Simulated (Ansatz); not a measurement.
A nudged elastic band was laid between two geometries of Cl2H2HfO2 + H4Si (12 atoms, charge 0, multiplicity 1).

Computed with Ansatz 0.2.0, RKS B3LYP-D4/def2-SVP.

| Item | Value |
| --- | --- |
| movable images | 7 |
| climbing image | yes |
| spring | 5.0 eV/Å² |
| optimiser | quadratic models (default) |
| start path | through a guess of the saddle point |
| force threshold | 0.05 eV/Å |
| iteration limit | 60 |
| end points | relaxed |

Initial state:

```xyz
12
Properties=species:S:1:pos:R:3
Hf -0.333 -0.415 0.185
O -0.612 -0.569 2.068
H -0.763 -0.664 3.010
Cl 1.993 -0.517 -0.319
Cl -1.333 1.582 -0.639
O -1.172 -1.881 -0.702
H -1.636 -2.660 -1.012
Si 1.876 2.913 1.314
H 3.254 2.630 1.804
H 1.860 2.965 -0.170
H 1.403 4.213 1.871
H 0.965 1.837 1.801
```

Final state:

```xyz
12
Properties=species:S:1:pos:R:3
Hf -0.264 0.443 -0.105
O -0.407 0.324 2.226
H -1.239 0.642 2.611
Cl 0.046 1.288 -2.293
Cl -2.555 1.089 0.343
O 0.305 -1.373 -0.174
H 0.484 -2.305 -0.313
Si 1.877 1.923 0.840
H 2.111 1.604 2.310
H 3.207 1.728 0.180
H 1.597 3.400 0.840
H 0.340 0.670 2.745
```

Q: What changes between the two ends?

A: Bonds broken: Si8–H12. Bonds formed: Hf1–Si8, O2–H12. Cl2H2HfO2 + H4Si becomes Cl2H6HfO2Si.

Q: Give the energies along the band, and the barrier.

A: It converged. The highest image is number 4 of 0 to 8, 2.01 eV above the first end and 0.82 eV above the last; the last end lies 1.18 eV above the first. Neighbouring images differ by up to 1.4 eV, so the band resolves the path poorly. A vibrational analysis at the climbing image gives one clearly imaginary mode, 905i cm⁻¹: a first-order saddle point. The orbitals stay closed-shell, which can raise the energy where a bond breaks towards radicals; this wasn't checked here.

```csv
image,path coordinate (Å),energy (eV),Si8–H12 (Å),Hf1–Si8 (Å),O2–H12 (Å)
0,0.00,0.00,1.49,4.15,2.89
1,0.80,0.01,1.49,4.04,2.68
2,1.59,0.10,1.49,3.72,2.38
3,2.39,0.58,1.52,3.35,1.92
4,3.18,2.01,1.99,3.08,1.14
5,5.29,1.31,2.72,2.79,0.97
6,7.40,1.25,3.24,2.76,0.97
7,9.51,1.25,2.95,2.77,0.97
8,11.61,1.18,2.75,2.77,0.97
```

Q: What is the geometry of the highest image?

A: 
```xyz
12
Properties=species:S:1:pos:R:3
Hf 0.028 0.124 -0.023
O -0.276 0.099 2.091
H -1.044 0.054 2.682
Cl 2.058 -0.291 -1.164
Cl -1.411 1.655 -1.089
O -0.845 -1.567 -0.201
H -1.083 -2.488 -0.327
Si 1.665 2.363 1.312
H 3.064 1.996 1.698
H 1.740 2.991 -0.051
H 1.230 3.469 2.232
H 0.380 1.029 2.051
```

The band took 35 iterations and roughly 60 core-minutes.

Time of the run: 16 min on 4 threads of Arm Neoverse V1 (shared host), peak memory 0.53 GiB.
